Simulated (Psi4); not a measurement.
Tl, doublet (core potentials on Tl); SVWN/def2-TZVP in Psi4 1.11.

The Psi4 input:
```
memory 2 GB

molecule {
0 2
  Tl    0.00000000    0.00000000    0.00000000
}

set basis def2-tzvp
set reference uks
set dft_spherical_points 974

energy('svwn')
print_variables()
```

### Question
Write the output that Psi4 gives for this input, abridged.

### Answer

```
   => Loading Basis Set <=

    Name: DEF2-TZVP
    Role: ORBITAL
    Keyword: BASIS

    !!!  WARNING: ECP capability is in beta. Please check occupations closely.  !!!

         ---------------------------------------------------------
                                   SCF
               by Justin Turney, Rob Parrish, Andy Simmonett
                          and Daniel G. A. Smith
                              UKS Reference
         ---------------------------------------------------------

  ==> Geometry <==

    Molecular point group: d2h
    Geometry (in Angstrom), charge = 0, multiplicity = 2:

       Center              X                  Y                   Z               Mass
    ------------   -----------------  -----------------  -----------------  -----------------
         TL           0.000000000000     0.000000000000     0.000000000000   204.974427800000

  Running in d2h symmetry.

  Rotational constants: A = ************  B = ************  C = ************ [cm^-1]
  Rotational constants: A = ************  B = ************  C = ************ [MHz]
  Nuclear repulsion =    0.000000000000000

  Charge       = 0
  Multiplicity = 2
  Electrons    = 21
  Nalpha       = 11
  Nbeta        = 10

  ==> Algorithm <==

  SCF Algorithm Type is DF.
  DIIS enabled.
  MOM disabled.
  Fractional occupation disabled.
  Guess Type is CORE.
  Energy threshold   = 1.00e-06
  Density threshold  = 1.00e-06
  Integral threshold = 1.00e-12

  ==> Primary Basis <==

  Basis Set: DEF2-TZVP
    Blend: DEF2-TZVP
    Number of shells: 16
    Number of basis functions: 50
    Number of Cartesian functions: 59
    Spherical Harmonics?: true
    Max angular momentum: 3

  Core potential: DEF2-TZVP
    Number of shells: 4
    Number of ECP primitives: 26
    Number of ECP core electrons: 60
    Max angular momentum: 3

  ==> DFT Potential <==

   => LibXC <=

    Version 7.1.2
    S. Lehtola, C. Steigemann, M. J. T. Oliveira, and M. A. L. Marques,  SoftwareX 7, 1–5 (2018) (10.1016/j.softx.2017.11.002)

   => Composite Functional: SVWN <=

    Slater exchange
    Vosko, Wilk & Nusair (VWN5_RPA)
    P. A. M. Dirac,  Math. Proc. Cambridge Philos. Soc. 26, 376 (1930) (10.1017/S0305004100016108)
    F. Bloch,  Z. Phys. 57, 545 (1929) (10.1007/BF01340281)
    S. H. Vosko, L. Wilk, and M. Nusair,  Can. J. Phys. 58, 1200 (1980) (10.1139/p80-159)

    Deriv               =              1
    GGA                 =          FALSE
    Meta                =          FALSE

    Exchange Hybrid     =          FALSE
    MP2 Hybrid          =          FALSE

   => Exchange Functionals <=

    1.0000         XC_LDA_X

   => Correlation Functionals <=

    1.0000   XC_LDA_C_VWN_RPA

   => LibXC Density Thresholds  <==

    XC_LDA_C_VWN_RPA:  1.00E-15
    XC_LDA_X:  1.00E-15

   => Molecular Quadrature <=

    Radial Scheme          =       TREUTLER
    Pruning Scheme         =           NONE
    Nuclear Scheme         =       TREUTLER

    Blocking Scheme        =         OCTREE
    BS radius alpha        =              1
    Pruning alpha          =              1
    Radial Points          =             75
    Spherical Points       =            974
    Total Points           =          66154
    Total Blocks           =            617
    Max Points             =            255
    Max Functions          =             50
    Weights Tolerance      =       1.00E-15

   => Loading Basis Set <=

    Name: (DEF2-TZVP AUX)
    Role: JKFIT
    Keyword: DF_BASIS_SCF

  ==> Integral Setup <==

  SCF_SUBTYPE=INCORE selected. In-core MEM_DF algorithm will be used.
  Using in-core AOs.

  ==> MemDFJK: Density-Fitted J/K Matrices <==

    J tasked:                   Yes
    K tasked:                    No
    wK tasked:                   No
    Algorithm:                 Core
    Schwarz Cutoff:           1E-12
    Mask sparsity (%):       0.0000
    Fitting Condition:        1E-10

   => Auxiliary Basis Set <=

  Basis Set: (DEF2-TZVP AUX)
[...]
    NB   [     4,    1,    1,    1,    0,    1,    1,    1 ]

   @DF-UKS iter   7:  -172.66630965887794   -9.26205e-04   1.61568e-03 DIIS/ADIIS
    Occupation by irrep:
             Ag   B1g   B2g   B3g    Au   B1u   B2u   B3u
    DOCC [     4,    1,    1,    1,    0,    1,    1,    1 ]
    SOCC [     0,    0,    0,    0,    0,    0,    1,    0 ]
    NA   [     4,    1,    1,    1,    0,    1,    2,    1 ]
    NB   [     4,    1,    1,    1,    0,    1,    1,    1 ]

   @DF-UKS iter   8:  -172.66580094300974    5.08716e-04   2.03157e-03 DIIS/ADIIS
   @DF-UKS iter   9:  -172.66682363179726   -1.02269e-03   9.42388e-04 DIIS/ADIIS
   @DF-UKS iter  10:  -172.66700306957969   -1.79438e-04   5.79149e-04 DIIS/ADIIS
   @DF-UKS iter  11:  -172.66707861776371   -7.55482e-05   3.05063e-04 DIIS/ADIIS
   @DF-UKS iter  12:  -172.66710660829057   -2.79905e-05   2.27222e-05 DIIS
   @DF-UKS iter  13:  -172.66710674503190   -1.36741e-07   1.03361e-06 DIIS
   @DF-UKS iter  14:  -172.66710674536546   -3.33557e-10   5.62486e-08 DIIS
  Energy and wave function converged.

  ==> Post-Iterations <==

   Electrons on quadrature grid:
      Nalpha   =   11.0000000000 ; deviation = 1.048e-13
      Nbeta    =   10.0000000000 ; deviation = 9.770e-14
      Ntotal   =   21.0000000000 ; deviation = 2.025e-13

   @Spin Contamination Metric:   5.791667526E-04
   @S^2 Expected:                7.500000000E-01
   @S^2 Observed:                7.505791668E-01
   @S   Expected:                5.000000000E-01
   @S   Observed:                5.000000000E-01

    Orbital Energies [Eh]
    ---------------------

    Alpha Occupied:

[...]
    Alpha Virtual:

[...]
    Beta Occupied:

[...]
       4Ag    -0.368884

    Beta Virtual:

[...]
      12Ag   129.151838

    Final Occupation by Irrep:
             Ag   B1g   B2g   B3g    Au   B1u   B2u   B3u
    DOCC [     4,    1,    1,    1,    0,    1,    1,    1 ]
    SOCC [     0,    0,    0,    0,    0,    0,    1,    0 ]
    NA   [     4,    1,    1,    1,    0,    1,    2,    1 ]
    NB   [     4,    1,    1,    1,    0,    1,    1,    1 ]

  @DF-UKS Final Energy:  -172.66710674536546

   => Energetics <=

    Nuclear Repulsion Energy =              0.0000000000000000
    One-Electron Energy =                -301.2718042103568905
    Two-Electron Energy =                 143.6596377737238299
    DFT Exchange-Correlation Energy =     -15.0549403087323856
    Empirical Dispersion Energy =           0.0000000000000000
    VV10 Nonlocal Energy =                  0.0000000000000000
    Total Energy =                       -172.6671067453654587

  UHF NO Occupations:
  HONO-2 :    1B1g 1.9999773
  HONO-1 :    4 Ag 1.9997694
  HONO-0 :    2B2u 1.0000000
  LUNO+0 :    5 Ag 0.0002306
  LUNO+1 :    2B1g 0.0000227
  LUNO+2 :    2B3g 0.0000227
  LUNO+3 :    6 Ag 0.0000071

Computation Completed

Properties will be evaluated at   0.000000,   0.000000,   0.000000 [a0]

Properties computed using the SCF density matrix

 Multipole Moments:

 ------------------------------------------------------------------------------------
     Multipole            Electronic (a.u.)      Nuclear  (a.u.)        Total (a.u.)
 ------------------------------------------------------------------------------------

 L = 1.  Multiply by 2.5417464519 to convert [e a0] to [Debye]
 Dipole X            :          0.0000000            0.0000000            0.0000000
 Dipole Y            :          0.0000000            0.0000000            0.0000000
 Dipole Z            :          0.0000000            0.0000000            0.0000000
 Magnitude           :                                                    0.0000000

 ------------------------------------------------------------------------------------

  Variable Map:
  ----------------------------------------------------------------------------
[...]
  Array Variable Map:
  ----------------------------------------------------------------------------
[...]
[...]
```
